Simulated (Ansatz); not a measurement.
Zn3F4⁺. Charge 1, multiplicity 2. Geometry r2SCAN-D4/def2-SVP, basis def2-TZVP, Ansatz.

```tsv
atom	x (Å)	y (Å)	z (Å)
Zn1	2.108	0.257	-0.910
Zn2	-0.710	1.160	0.799
Zn3	-0.813	-1.345	-0.146
F4	0.872	-1.279	-0.912
F5	0.986	1.497	0.135
F6	-1.728	0.289	-0.581
F7	-0.715	-0.580	1.615
```

| run | HOMO (eV) | LUMO (eV) |
| --- | --- | --- |
| A | -10.25 | -8.14 |
| B | -12.36 | -5.95 |
| C | -9.93 | -8.81 |
| D | -9.94 | -9.26 |
| E | -11.91 | -6.15 |
| F | -10.26 | -9.69 |

LC-ωPBE has ω = 0.4 bohr⁻¹. The structure comes from a short search, and lower isomers may exist.

HOMO and LUMO are taken over both spins.

Task: The runs used LC-ωPBE, LDA (SPW92), PBE, PBE0, r2SCAN, ωB97X-V. Estimate which is which.

Result: A PBE0 (25 % exact exchange); B LC-ωPBE (range-separated); C r2SCAN (0 % exact exchange); D PBE (0 % exact exchange); E ωB97X-V (range-separated); F LDA (SPW92) (0 % exact exchange). Exact exchange lowers occupied and raises empty levels; among semilocal functionals meta-GGAs tend to open the gap a little, and such runs are hard to tell apart. The gap grows from 0.58 eV (LDA (SPW92)) to 6.41 eV (LC-ωPBE).
